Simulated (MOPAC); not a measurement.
MOPAC input (PM7):

```
PM7 FORCE THERMO(298,298) PRECISE LET UHF MS=0.5 GEO-OK AUX(PRECISION=9) THREADS=1
H3B2O

O    -0.07911504 1   -0.04354826 1    0.04779730 1
B    -1.16098590 1   -0.75038282 1    0.06283147 1
H    -1.97124257 1   -1.15745777 1    0.76995268 1
B     1.05741613 1    0.66676582 1   -0.15215618 1
H     1.03005836 1    1.82095787 1   -0.37776587 1
H     2.11801355 1    0.16216267 1   -0.08661941 1
```

Output:

```
 *******************************************************************************
 **                                                                           **
 **                              MOPAC v23.2.5                                **
 **                                                                           **
 *******************************************************************************
 ** MOPAC's Digital Object Identifier: https://doi.org/10.5281/zenodo.6511958 **
 **                                                                           **
 ** Please cite the open-source release paper for use of this MOPAC version:  **
 ** J. E. Moussa and J. J. P. Stewart (2026)                                  **
 ** MOPAC: An open-source semiempirical molecular orbital program             **
 ** J. Open Source Softw., 11(119), 8025, https://doi.org/10.21105/joss.08025 **
 *******************************************************************************

                              PM7 CALCULATION RESULTS

 *******************************************************************************
 *  PM7        - The PM7 Hamiltonian to be used
 *  GEO-OK     - OVERRIDE INTERATOMIC DISTANCE AND OTHER SAFETY CHECKS
 *  UHF        - UNRESTRICTED HARTREE-FOCK CALCULATION
 *  MS=        - IN MECI, MAGNETIC COMPONENT OF SPIN =  0.5
 *  LET        - OVERRIDE SOME SAFETY CHECKS
 *  PRECISE    - TIGHTER CRITERIA TO BE USED
 *  FORCE      - FORCE CALCULATION SPECIFIED
 *  AUX        - OUTPUT AUXILIARY INFORMATION
 *  THERMO     - THERMODYNAMIC QUANTITIES TO BE CALCULATED
 *******************************************************************************
PM7 FORCE THERMO(298,298) PRECISE LET UHF MS=0.5 GEO-OK AUX(PRECISION=9) THREADS=1
 H3B2O

   ATOM   CHEMICAL          X               Y               Z
  NUMBER   SYMBOL      (ANGSTROMS)     (ANGSTROMS)     (ANGSTROMS)

     1       O         -0.07911504  *  -0.04354826  *   0.04779730  *
     2       B         -1.16098590  *  -0.75038282  *   0.06283147  *
     3       H         -1.97124257  *  -1.15745777  *   0.76995268  *
     4       B          1.05741613  *   0.66676582  *  -0.15215618  *
     5       H          1.03005836  *   1.82095787  *  -0.37776587  *
     6       H          2.11801355  *   0.16216267  *  -0.08661941  *

          CARTESIAN COORDINATES

    NO.       ATOM           X           Y           Z

     1         O         -0.0791     -0.0435      0.0478
     2         B         -1.1610     -0.7504      0.0628
     3         H         -1.9712     -1.1575      0.7700
     4         B          1.0574      0.6668     -0.1522
     5         H          1.0301      1.8210     -0.3778
     6         H          2.1180      0.1622     -0.0866

 General Reference for PM7:
 "Optimization of Parameters for Semiempirical Methods VI: More Modifications to the
 NDDO Approximations and Re-optimization of Parameters", J. J. P. Stewart, J. Mol. Mod., 1:32, 19 (2013)
 https://link.springer.com/article/10.1007/s00894-012-1667-x

           Empirical Formula: H3 O B2  =     6 atoms

      MOLECULAR POINT GROUP   :   Cs

          UHF CALCULATION, NO. OF ALPHA ELECTRONS =    8
[...]
 TRAVEL (Ang.)       0.3398         O 1 -- B 2         +16.4% ( 45.4%)     96.7%
 REDUCED MASS        0.6250         B 2 -- H 3         +15.7% ( 44.5%)     46.4%
 EFFECTIVE MASS      4.1942         O 1 -- B 4         +13.1% ( 40.6%)     99.2%
 FORCE CONSTANT      0.3217

 VIBRATION          8    5A'         ATOM PAIR     ENERGY CONTRIBUTION    RADIAL
 FREQUENCY          1055.59         B 4 -- H 6         +25.6% ( 75.4%)      6.2%
 TRANSITION DIPOLE   0.5876         B 4 -- H 5         +25.6% ( 75.4%)      6.2%
 TRAVEL (Ang.)       0.1450         O 1 -- B 4         +23.1% ( 71.5%)     99.7%
 REDUCED MASS        3.0401         O 1 -- B 2         +14.8% ( 57.4%)     99.6%
 EFFECTIVE MASS      9.0990         B 2 -- H 3         +10.8% ( 49.0%)     51.4%
 FORCE CONSTANT      1.9959

 VIBRATION          9    6A'         ATOM PAIR     ENERGY CONTRIBUTION    RADIAL
 FREQUENCY          1411.50         O 1 -- B 2         +46.2% ( 88.4%)     99.5%
 TRANSITION DIPOLE   3.9851         O 1 -- B 4         +36.8% ( 79.0%)     99.9%
 TRAVEL (Ang.)       0.0869         B 2 -- H 3          +7.5% ( 35.6%)     62.8%
 REDUCED MASS        6.3236         B 4 -- H 6          +4.7% ( 28.3%)     15.9%
 EFFECTIVE MASS     13.6731
 FORCE CONSTANT      7.4229

 VIBRATION         10    7A'         ATOM PAIR     ENERGY CONTRIBUTION    RADIAL
 FREQUENCY          2635.45         B 4 -- H 5         +49.5% ( 70.3%)     94.2%
 TRANSITION DIPOLE   0.1358         B 4 -- H 6         +49.5% ( 70.3%)     94.2%
 TRAVEL (Ang.)       0.2304         O 1 -- B 4          +1.0% (  9.8%)    100.0%
 REDUCED MASS        0.4821
 EFFECTIVE MASS      1.3015
 FORCE CONSTANT      1.9729

 VIBRATION         11    4A"         ATOM PAIR     ENERGY CONTRIBUTION    RADIAL
 FREQUENCY          2663.89         B 4 -- H 6         +49.3% ( 71.8%)     97.6%
 TRANSITION DIPOLE   0.4331         B 4 -- H 5         +49.3% ( 71.8%)     97.6%
 TRAVEL (Ang.)       0.2192         O 1 -- B 4          +1.3% ( 11.8%)      0.0%
 REDUCED MASS        0.5270
 EFFECTIVE MASS      1.5759
 FORCE CONSTANT      2.2034

 VIBRATION         12    8A'         ATOM PAIR     ENERGY CONTRIBUTION    RADIAL
 FREQUENCY          2741.85         B 2 -- H 3         +98.0% ( 99.9%)     99.8%
 TRANSITION DIPOLE   0.1075         O 1 -- B 2          +2.0% ( 14.3%)     76.9%
 TRAVEL (Ang.)       0.1633
 REDUCED MASS        0.9227
 EFFECTIVE MASS      1.5810
 FORCE CONSTANT      4.0871

      SYMMETRY NUMBER FOR POINT-GROUP Cs  =  1

          SYSTEM IS A GROUND STATE

 H3B2O

          MOLECULE IS NOT LINEAR

          THERE ARE 12 GENUINE VIBRATIONS IN THIS SYSTEM
          THIS THERMODYNAMICS CALCULATION IS LIMITED TO
          MOLECULES WHICH HAVE NO INTERNAL ROTATIONS

                    CALCULATED THERMODYNAMIC PROPERTIES
                                          *
   TEMP. (K)   PARTITION FUNCTION   H.O.F.    ENTHALPY  HEAT CAPACITY ENTROPY
                                   KCAL/MOL   CAL/MOLE    CAL/K/MOL  CAL/K/MOL

 298.00  VIB.     0.3781D+01                  1163.3151     8.3363     6.5467
         ROT.     0.6132D+04                   888.2803     2.9808    20.3117
         INT.     0.2318D+05                  2051.5954    11.3171    26.8584
         TRA.     0.2505D+27                  1480.4672     4.9680    37.0320
         TOT.                      -37.678    3532.0626    16.2851    63.8904

   *: NOTE: HEATS OF FORMATION ARE RELATIVE TO THE
            ELEMENTS IN THEIR STANDARD STATE AT 298K
              (=  Standard Enthalpy of Formation).

            Hvib:  Zero-point energy is not included.
                   frequencies of less than zero cm-1 are not included.
            Hrot = (3/2)RT
            Htra = (3/2)RT + pV = (5/2)RT

            Heat capacity is Cp, not Cv

          For more information, see: HTTP://OpenMOPAC.net/Manual/thermochemistry.html

           FORCE CONSTANT IN CARTESIAN COORDINATES (Millidynes/A)

    ATOM   CHEMICAL       X               Y               Z
   NUMBER   SYMBOL  FORCE CONSTANT  FORCE CONSTANT  FORCE CONSTANT

      1       O       11.171561        0.458917        0.589406
      2       B        9.028447        1.749376        0.276069
      3       H        2.709847        1.504559        0.094230
      4       B        7.765074        1.137752        5.825645
      5       H        1.411840        0.157637        2.833434
      6       H        1.411937        0.157813        2.833160

 **********************
 *                    *
 * JOB ENDED NORMALLY *
 *                    *
 **********************

 == MOPAC DONE ==
```
